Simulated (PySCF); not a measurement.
Run record: excited-state job, `B[Si@@H](N[SiH3])C(=C)[SiH3]`.

Method: TDDFT PBE0/def2-SVPD, vertical, gas phase, core orbitals frozen in the response (PySCF 2.14.0, density-fitted response routines). Geometry: GFN2-xTB. A driver script takes a list of jobs; this job's settings line and coordinates (Å) are shown.

Command:
```bash
OMP_NUM_THREADS=1 python probes_run.py task.json out
```

Input:
```
{"job": {"kind": "uv", "xc": "PBE0", "basis": "def2-SVPD", "nstates": 8, "ntriplets": 3}, "charge": 0, "multiplicity": 1}
B      0.393241     1.461959    -1.830959
Si    -0.047934    -0.347043    -1.226292
N      1.395549    -0.863193    -0.367939
Si     2.682681     0.148953     0.154591
C     -1.523585    -0.458963    -0.019919
C     -2.694461    -0.944623    -0.422987
Si    -1.293172     0.166765     1.747089
H      0.118378     2.403852    -1.194101
H      0.891244     1.657068    -2.870464
H     -0.268139    -1.431320    -2.216255
H      1.372610    -1.791942     0.022500
H      3.947066    -0.569917    -0.022804
H      2.556454     0.586371     1.551260
H      2.574370     1.309314    -0.745566
H     -2.849993    -1.307867    -1.429363
H     -3.557561    -1.005683     0.225198
H     -0.865039     1.570119     1.730499
H     -0.281254    -0.636733     2.441849
H     -2.560259     0.062136     2.481368
```

Output:
```
coarse grid: 16632 points
cycle   1  E = -1030.3389163800  dE =  2.515e-01  |g| = 4.958e-01  |ddm| = 6.277e+00
cycle   2  E = -1030.2799516063  dE =  5.896e-02  |g| = 6.957e-01  |ddm| = 1.815e+00
cycle   3  E = -1030.3967273842  dE = -1.168e-01  |g| = 8.477e-02  |ddm| = 1.039e+00
cycle   4  E = -1030.3982563274  dE = -1.529e-03  |g| = 3.915e-02  |ddm| = 2.089e-01
cycle   5  E = -1030.3986725076  dE = -4.162e-04  |g| = 9.701e-03  |ddm| = 9.107e-02
cycle   6  E = -1030.3986967373  dE = -2.423e-05  |g| = 3.594e-03  |ddm| = 1.852e-02
cycle   7  E = -1030.3987000428  dE = -3.306e-06  |g| = 8.059e-04  |ddm| = 7.481e-03
final grid: 144864 points
cycle   8  E = -1030.5252298316  dE = -3.163e-05  |g| = 6.393e-03  |ddm| = 1.387e-01
cycle   9  E = -1030.5252225205  dE =  7.311e-06  |g| = 8.380e-03  |ddm| = 2.688e-02
cycle  10  E = -1030.5252410504  dE = -1.853e-05  |g| = 1.036e-03  |ddm| = 1.357e-02
cycle  11  E = -1030.5252413192  dE = -2.687e-07  |g| = 2.767e-04  |ddm| = 1.934e-03
cycle  12  E = -1030.5252413396  dE = -2.040e-08  |g| = 8.228e-05  |ddm| = 7.107e-04
cycle  13  E = -1030.5252413415  dE = -1.940e-09  |g| = 3.296e-05  |ddm| = 2.924e-04
cycle  14  E = -1030.5252413418  dE = -2.792e-10  |g| = 9.684e-06  |ddm| = 5.949e-05
converged SCF energy = -1030.5252413418

Static polarisability (au): isotropic 126.362, principal 106.246 125.775 147.067

Singlet excitations
state   eV       nm        f      main configurations
  1   3.4928    355.0   0.00053   H->L 0.99
  2   4.0034    309.7   0.02046   H-1->L 0.86, H-3->L 0.10
  3   4.6414    267.1   0.00182   H-2->L 0.95
  4   5.0058    247.7   0.00758   H-3->L 0.83, H-1->L 0.10
  5   5.2441    236.4   0.00521   H->L+1 0.85
  6   5.6421    219.7   0.00186   H-6->L 0.38, H-7->L 0.25, H-8->L 0.13
  7   5.9700    207.7   0.01877   H-5->L 0.80, H-6->L 0.12
  8   6.1586    201.3   0.01701   H-4->L 0.34, H-2->L+1 0.34, H-1->L+1 0.17

Triplet excitations (Tamm-Dancoff, eV): 3.1967 3.4033 4.1355
```

The SCF starts on a coarse grid where the log names one; the energy can jump when the final grid takes over, and dE then counts from the start density on the new grid. H and L stand for HOMO and LUMO; the number after each pair is its weight.

Task: How does the lowest singlet excitation compare with the HOMO–LUMO gap?

Result: HOMO -7.18 eV and LUMO -2.51 eV give a gap of 4.67 eV; S1 at 3.49 eV lies 1.18 eV below it.

In short: HOMO -7.18 eV, LUMO -2.51 eV; lowest singlet 3.49 eV; lowest triplet 3.20 eV (Tamm–Dancoff); mean polarisability 126.4 au.

Note that the optimisation stopped short of convergence; the values belong to its last geometry.

Task: How long does this job take on one thread of an Arm Neoverse V1, on a shared host? And the peak memory of the process?

Result: About 72 s (density and orbital grids were written too), with 0.96 GiB resident at the peak, the Python interpreter and its libraries included.

One conformer stands for the species.
Labels such as C1 count atoms from 1, the log's own numbers from 0.
